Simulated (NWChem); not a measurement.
# C₅H₆, triplet; SMILES of the neutral closed-shell parent C1=CCC=C1

```xyz
11

C      0.0000     0.6800     1.0608
C      0.0000     1.1667    -0.3169
C      0.0000     0.0000    -1.2794
C      0.0000    -1.1667    -0.3169
C      0.0000    -0.6800     1.0608
H      0.0000     1.3204     1.9356
H      0.0000     2.2093    -0.6127
H      0.8762     0.0000    -1.9593
H     -0.8762     0.0000    -1.9593
H      0.0000    -2.2093    -0.6127
H      0.0000    -1.3204     1.9356
```
Atoms are numbered in this order, from 1.

Level: B3LYP/6-31G* (spherical d), spin-unrestricted (NWChem), optimised geometry, unscaled harmonic frequencies. In the optimisation the excess spin sits in a2 and b1 (C2v, its own frame). The spin multiplicity was typed, not searched, and may not be the lowest. B3LYP is NWChem's, with the RPA form of VWN correlation.

```tsv
frequency (cm⁻¹)	IR intensity (km/mol)
123	2.0
329	46.0
420	0.0
517	0.0
712	29.1
746	0.7
800	10.2
813	0.4
904	0.0
945	0.1
955	0.3
1014	0.2
1063	1.5
1119	0.0
1133	2.1
1262	2.0
1316	0.0
1375	15.5
1394	0.0
1517	0.4
1593	0.6
2880	65.0
2906	87.6
3223	0.1
3232	11.1
3237	28.1
3252	6.0
```

```
Quantity                                                                                             Result
-----------------------------------------------------------------------------------------  ----------------
zero-point energy                                                                             55.4 kcal/mol
thermal correction to the enthalpy at 298.15 K (with zero-point energy)                       59.2 kcal/mol
heat capacity Cv                                                                           18.2 cal/(mol K)
entropy at 298.15 K and 1 atm (symmetry number 2, electronic part: spin degeneracy alone)  71.4 cal/(mol K)
dipole moment                                                                                        0.03 D
```

Rigid rotor and harmonic oscillator.
